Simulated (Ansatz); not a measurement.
Geometry optimisation, RKS PBE-D4/6-31G* (Ansatz).

Input file:

```yaml
crystal:
  periodic: [false, false, false]
  atoms:
    - { symbol: B, position_ang: [0.0, 0.0, 0.0] }
    - { symbol: H, position_ang: [0.0, 0.0, 1.54] }
    - { symbol: O, position_ang: [1.2211, 0.0, -0.705] }
    - { symbol: H, position_ang: [1.5209, -0.9519, -0.8599] }
    - { symbol: O, position_ang: [-1.2211, 0.0, -0.705] }
    - { symbol: H, position_ang: [-1.7308, -0.8467, -0.4965] }
    - { symbol: S, position_ang: [0.0982, 2.076, 0.6906] }
    - { symbol: H, position_ang: [0.6507, 2.1151, 1.9763] }
    - { symbol: H, position_ang: [0.0413, 0.8741, 1.6662] }
basis:
  gaussian: { orbitals: "6-31G*" }
hamiltonian:
  xc: pbe
  dispersion: d4
relax:
  f_tol: 0.15
  max_steps: 25
  restrain:
    - { distance: [0, 6], at: 1.89, k: 30.0 }
    - { distance: [8, 1], at: 0.66, k: 30.0 }
    - { distance: [0, 1], at: 2.39, k: 30.0 }
    - { distance: [8, 6], at: 2.6, k: 30.0 }
output:
  orbitals: {}
```

Run as:

```bash
$ ansatz run input.yaml --threads 1 --pin off --max-ram 2048MiB --backend cpu --events-out ev --progress --plain --runs-dir out
```

Problem. Where does it end, and by what steps?

Solution. The run converged. The restraints hold the end off the free minimum; the threshold counts their pulls, which the force column leaves out. Restrained pairs: B1–S7 (2.19 → 1.87 Å), H2–H9 (0.88 → 0.71 Å), B1–H2 (1.54 → 2.40 Å), S7–H9 (1.55 → 2.61 Å). After 13 steps the energy has fallen by 4.050 eV (the restraints' own energy left out); H8 moved furthest, 1.33 Å.

```
step  energy less start (eV)  largest force component (eV/Å)  accepted
   0                  0.0000                           3.634       yes
   1                 -0.7917                           4.362       yes
   2                 -1.7403                           4.663       yes
   3                 -2.6564                           3.189       yes
   4                 -3.2022                           2.546       yes
   5                 -3.5300                           0.768       yes
   6                 -3.7247                           0.933       yes
   7                 -3.8989                           1.255       yes
   8                 -4.0027                           1.407       yes
   9                 -4.0422                           1.566       yes
  10                 -4.0451                           1.684       yes
  11                 -4.0637                           1.002        no
  12                 -4.0533                           1.508       yes
  13                 -4.0496                           1.681       yes
```

```xyz
9
Properties=species:S:1:pos:R:3
B -0.049 0.573 -0.132
H -0.154 -0.495 2.017
O 1.197 0.020 -0.323
H 1.166 -0.871 -0.723
O -1.264 0.035 -0.482
H -1.192 -0.849 -0.890
S -0.131 2.277 0.638
H 1.214 2.385 0.797
H -0.206 0.191 2.204
```

Run time: 34 s on 1 thread of Arm Neoverse V1, with other jobs on the host, peak memory 0.14 GiB.
